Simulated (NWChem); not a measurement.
Molecule: ZnN$_{2}$H$_{4}$; SMILES [NH2][Zn][NH2]

```xyz
7

Zn     0.0284     0.0000     0.0004
N     -0.1093    -1.8242    -0.0509
H     -0.4460    -2.2420     0.8271
H      0.7701    -2.3101    -0.2707
N     -0.1153     1.8239     0.0406
H     -0.3335     2.2468    -0.8719
H      0.7279     2.3079     0.3764
```
Atoms are numbered in this order, from 1.

Results from NWChem. Geometry: optimised at PBE-D3(BJ)/def2-SVP. Total energies compare along this basis series because the functional is fixed.

```json
[
 {"level": "PBE0/pcseg-1", "basis functions": "79", "energy (Ha)": "-1890.7095", "highest occupied level (eV)": "-6.52", "orbital gap (eV)": "6.43", "dipole (D)": "1.94"},
 {"level": "PBE0/aug-pcseg-1", "basis functions": "129", "energy (Ha)": "-1890.7355", "highest occupied level (eV)": "-6.96", "orbital gap (eV)": "6.13", "dipole (D)": "1.54"},
 {"level": "PBE0/pcseg-2", "basis functions": "172", "energy (Ha)": "-1891.0289", "highest occupied level (eV)": "-6.85", "orbital gap (eV)": "6.48", "dipole (D)": "1.72"},
 {"level": "PBE0/def2-SVP", "basis functions": "79", "energy (Ha)": "-1890.5885", "highest occupied level (eV)": "-6.32", "orbital gap (eV)": "6.24", "dipole (D)": "1.88"}
]
```
